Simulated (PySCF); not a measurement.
# C₆ coefficients of unlike pairs at PBE0

Calculated with PySCF 2.14 from the dipole response of each species, C₆(A,B) = (3/π) ∫ α_A(iu) α_B(iu) du, in atomic units, from isotropic polarisabilities. For ions this is the dispersion term alone; charge-induced terms of lower order in 1/R come first.

```
species      configuration                                                                 basis      relativity  α (bohr³)  C₆ (like pair)
 Ar(3+)  [Ne] 3s2 3p3 (4S)                                                def2-TZVPPD (6s6p4d1f)            none      3.607           9.795
    La+      [Xe] 5d2 (3F)  def2-TZVPPD with the def2 core potential (46 electrons) (6s5p3d2f1g)  core potential      46.99           396.1
     Xe          [Xe] (1S)                                            aug-cc-pVTZ-DK3 (8s7p5d2f)   spin-free X2C      27.63           291.3
 Ne(3+)  [He] 2s2 2p3 (4S)                                                  aug-cc-pVDZ (4s3p2d)            none     0.6899          0.5996
```

Problem. Estimate C₆ for Ne(3+) with Xe.

Solution. The integral gives 11.19. The combination rule 2 C_A C_B / (C_A α_B/α_A + C_B α_A/α_B) gives 11.17 and the geometric mean 13.22.

No spin-orbit coupling is included.

The other pairs:

```csv
pair,C₆
"La+, Ar(3+)",55.65
"Ne(3+), Ar(3+)",2.314
"Xe, La+",331.3
"Ne(3+), La+",12.03
"Xe, Ar(3+)",50.94
```
